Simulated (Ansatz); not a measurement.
Species: boronic acid, sum formula H3BO2, charge 0, multiplicity 1. 
Geometry from a B3LYP-D3(BJ)/def2-TZVP (Ansatz, a quantum-chemistry and plane-wave program) optimisation:
```xyz
6

B     -0.0618     0.4717    -0.0887
O      1.1892     0.1032     0.2852
O     -1.0389    -0.4792    -0.1889
H     -0.2682     1.6242    -0.3195
H      1.2676    -0.8443     0.4518
H     -1.8927    -0.1309    -0.4590
```
Charge 0, spin multiplicity 1.

Basis-set convergence of Hartree-Fock and CCSD correlation energies (hartree) with Ansatz. Cores are frozen in the correlated levels unless marked. Spin-orbit coupling is left out. No relativistic terms.

| basis | functions | E(HF) | E(corr, CCSD) |
|---|---|---|---|
| cc-pVDZ | - | -176.27473 | -0.48094 |
| cc-pVTZ | 132 | -176.33691 | -0.59841 |
| cc-pVQZ | 255 | -176.35109 | -0.63831 |

Extrapolating the two largest sets (X = 3 and 4) as X^-3: E(corr) = (64·(-0.63831) - 27·(-0.59841))/37 = -0.6674 Eh, an estimate of the basis-set limit. The largest set recovers 95.6 % of it, the smallest 72.1 %.
